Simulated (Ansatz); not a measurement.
One change: `[F][Ta]([F])([F])([F])[Cl]` becomes `[F][Nb]([F])([F])([F])[Cl]`.

Ansatz, PBE0-D4/def2-TZVP geometries, multiplicity 1. 

Elements past krypton have def2 core potentials.

```tsv
property	`[F][Ta]([F])([F])([F])[Cl]`
HOMO energy (ωB97M-V/def2-TZVPP) / eV	-12.20
HOMO energy (PBE/def2-TZVPP) / eV	-8.47
LUMO energy (PBE0/def2-TZVPP) / eV	-2.92
HOMO–LUMO gap (ωB97M-V/def2-TZVPP) / eV	11.52
LUMO energy (B3LYP/def2-TZVPP) / eV	-3.15
HOMO–LUMO gap (B3LYP/def2-TZVPP) / eV	6.52
```

Give the same properties after the change, and the shifts. (Estimate.)

The calculation gave: 
```csv
property,`[F][Nb]([F])([F])([F])[Cl]`,shift
HOMO energy (ωB97M-V/def2-TZVPP) / eV,-12.87,-0.67
HOMO energy (PBE/def2-TZVPP) / eV,-9.04,-0.57
LUMO energy (PBE0/def2-TZVPP) / eV,-3.61,-0.69
HOMO–LUMO gap (ωB97M-V/def2-TZVPP) / eV,11.47,-0.05
LUMO energy (B3LYP/def2-TZVPP) / eV,-3.83,-0.68
HOMO–LUMO gap (B3LYP/def2-TZVPP) / eV,6.49,-0.03
```

B3LYP here is the variant with VWN-RPA as its local correlation; programs differ in this.
